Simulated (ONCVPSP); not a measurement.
# Ranking ONCV potentials for carbon

All share these settings but for the change named:

ONCVPSP 4.0.1 input, shortened (lines: element, Z, core and valence counts, functional; n l f; lmax; l rc ep ncon nbas qcut; lloc lpopt rc5 dvloc0; l nproj debl; icmod fcfact rcfact), PBE, scalar-relativistic:

```
  C 6.00    1    2        4      upf
    1    0    2.00
    2    0    2.00
    2    1    1.00
    2
    0    1.05    0.00    5    8    7.50
    1    2.10    0.00    5    8    6.90
    2    2.20    0.43    5   10    5.20
    4    4    0.80    0.00
    0    2    0.70
    1    2    1.20
    2    2    0.90
    3    3.75    1.10
```

In the s channel the program set the typed energies aside and used -0.947, 0.250 Ha.

Test errors are all-electron minus pseudo excitation energies from the reference, over 2s2 2p2; 2s2 2p0; 2s1 2p0; 2s0 2p4. None of these files shows a bound ghost.

The base gives 386.4 meV.

Of 8 variants that were run, those that failed, showed a ghost or another fault, or gave nearly equal values are left out.

A variant can come out equal or close to the base, since the largest error may sit in a test that the change hardly touches while other tests move.

Task: Rank these variants by their largest absolute test error, smallest first.
A. p: qcut 6.7
B. p: qcut 8.7
C. p: qcut 4.4
D. p: qcut 5.1

Result: B (348.3 meV), A (394.6 meV), D (500.7 meV), C (579.6 meV).
